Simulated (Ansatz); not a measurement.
Reactions of CH10N2Si2, SMILES `N[SiH2]C[SiH2]N`.

Isolated molecules relaxed with PBE0-D4/def2-TZVP in Ansatz; ΔE leaves out vibrations. CCSD(T)/CBS adds triple-zeta CCSD(T) − MP2 to the extrapolated MP2 energy (def2 sets, frozen cores). This one scheme is used for every species. DFT in def2-TZVPP. For Ge outer-core shells are correlated without core-valence functions, which leaves a few kJ/mol of doubt a bond. Scalar relativity is left out up to krypton. Each species was taken in one conformer, which may not be the lowest.

```
                                                               reaction  B2PLYP (kJ/mol)  ωB97X-V (kJ/mol)  CCSD/CBS(def2) (kJ/mol)
        `N[SiH2]C[SiH2]N` + `SB(Cl)Cl` → `N[SiH2]C[SiH2]Cl` + `NB(S)Cl`              -81               -81                      -83
`N[SiH2]C[SiH2]N` + `N[Si](O)(O)O` → `N[SiH2]O[Si](N)(O)O` + `C[SiH2]N`             -121              -115                     -117
     `N[SiH2]C[SiH2]N` + `[SH][GeH3]` → `N[SiH2][S][GeH3]` + `C[SiH2]N`              -62               -57                      -61
    `N[SiH2]C[SiH2]N` + `N[SiH](O)S` → `N[SiH2]S[SiH](N)O` + `C[SiH2]N`              -76               -73                      -72
```

(1) Give the CCSD(T)/CBS values in the same order. (Best estimate.)

Largest T1 diagnostic: 0.012, for `SB(Cl)Cl`.

Results:

(1) The calculation gave: -80, -115, -61, -75 kJ/mol.
